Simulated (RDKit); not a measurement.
A run for RDKit: MMFF94 on CF4 (SMILES FC(F)(F)F).

```python
from rdkit import Chem
from rdkit.Chem import AllChem, rdDetermineBonds

blocks = [
'''5

C    -0.00001626   -0.00000000    0.00000213
F    -0.00000722    0.00000000    1.32600086
F     1.25014065   -0.00000000   -0.44201174
F    -0.62510858    1.08267507   -0.44199562
F    -0.62510858   -1.08267507   -0.44199562
''',
]
mol = None
for b in blocks:
    f = Chem.MolFromXYZBlock(b)
    rdDetermineBonds.DetermineBonds(f, charge=0)
    mol = f if mol is None else Chem.CombineMols(mol, f)
Chem.SanitizeMol(mol)
print(Chem.MolToSmiles(Chem.RemoveHs(mol)))
ff = AllChem.MMFFGetMoleculeForceField(mol, AllChem.MMFFGetMoleculeProperties(mol), nonBondedThresh=100.0, ignoreInterfragInteractions=False)
e = ff.CalcEnergy()
print(f'MMFF94 energy {e:.6f} kcal/mol')
```

Output:

```
FC(F)(F)F
MMFF94 energy 2.523115 kcal/mol
```

The run finished.

Cost: around 0.010 core-seconds (rough).
